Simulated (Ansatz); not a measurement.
Li7Sn, relaxed as a doublet with UKS PBE0-D4/def2-TZVP in Ansatz, starting from the GFN1-xTB geometry. Force threshold 0.02 eV/Å.

In the def2 sets Sn takes a core potential; there is no spin–orbit coupling. The relaxation made no stability test and no search for a lower SCF solution. Another isomer (doublet) lies 0.15 eV lower at PBE0-D4/def2-TZVP; other spin states weren't run for this one.

Start:

Cartesian coordinates in Å:
```
Li 2.457 0.362 -1.036
Li 2.092 0.027 1.360
Li -2.601 0.575 -1.045
Li 1.536 2.300 0.344
Li -2.491 -0.236 1.315
Li 0.929 -1.732 -0.446
Li -0.207 0.453 0.060
Sn -1.716 -1.750 -0.552
```

(1) Estimate the energy that the relaxation releases and the steps that it takes.

(2) Does the start keep its bonding?

(3) Predict the relaxed structure.

## Answers

(1) 201.4 kJ/mol, in 20 steps; 73 s on 4 threads of Intel Xeon Platinum 8488C on a shared host. The force fell under the threshold at step 17, but the optimiser went on. No frequencies were taken in this run, so the end may be a saddle point.

(2) Bonds lost: Li1–Li6, Li2–Li6, Li3–Li7, Li4–Li7, Li5–Li7, Li6–Li7 (atoms count from 1). Bonds formed: Li1–Sn8, Li2–Sn8 (atoms count from 1). Metal–metal contacts that move far: Li2–Li4 2.55 to 3.19 Å, Li1–Li4 2.55 to 3.16 Å, Li3–Li5 2.50 to 3.03 Å.

(3) 
```
atom   x (Å)   y (Å)   z (Å)
 Li1   1.649   0.376  -1.333
 Li2   1.178  -0.111   1.365
 Li3  -2.922  -0.082  -1.431
 Li4   2.554   2.675   0.635
 Li5  -2.259  -0.733   1.456
 Li6   0.929  -2.970  -0.223
 Li7  -0.543   1.740   0.063
 Sn8  -0.587  -0.895  -0.532
```
Bond lengths (bridged metal pairs left out): 6 × Li–Sn 2.59 to 2.71 Å; 4 × Li–Li 2.78 to 3.03 Å.
